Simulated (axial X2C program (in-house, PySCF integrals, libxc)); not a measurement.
**LiMn along the bond: BHandHLYP, 2c**

Computed with an axial X2C code built on PySCF integrals. Two-component (2c) means X2C with spin–orbit coupling and atomic mean-field two-electron Coulomb and Gaunt terms. Basis: Mn dyall-cv3z [9s10p6d3f2g], Li dyall-cv3z [7s8p2d] (cores contracted in-house); Gaussian nuclei, density fitting, unrestricted open shells. Masses: Mn 54.938 u, Li 7.016 u.

State: Ω = 3 (⟨Sz⟩ = 3.00, ⟨Lz⟩ = 0.00 at BHandHLYP). Dipoles are positive if Li is the positive end.

```
R (Å)  μ (D)  HOMO (eV)  LUMO (eV)
2.614  1.292      -3.78      -1.00
2.734  1.241      -3.81      -1.04
2.824  1.179      -3.83      -1.06
2.914  1.102      -3.85      -1.08
3.004  1.019      -3.88      -1.11
3.109  0.913      -3.91      -1.13
3.214  0.808      -3.93      -1.15
3.349  0.681      -3.97      -1.17
3.515  0.545      -4.01      -1.19
3.755  0.395      -4.07      -1.20
```

The minimum lies at 3.062 Å. What is the dipole moment there, and its slope?

At BHandHLYP, 2c, with the sign and origin stated: μ = 0.96 D, dμ/dR = -1.01 D/Å.

Occupations by symmetry block were frozen at the best pattern of an incomplete PBE0 search. Density functionals use the spin component along the axis (collinear). PBE0 can misorder states that lie within some tenths of an eV, so this need not be the ground state of the molecule. The nearest other 2c determinant of the search, Ω = 2, lies 0.13 eV up at the distance of the search. With several unpaired electrons one determinant need not be a pure state. Open-shell Ω = 0 determinants with evenly filled partner blocks cannot be reached by this program, so the Ω shown need not be the lowest component.
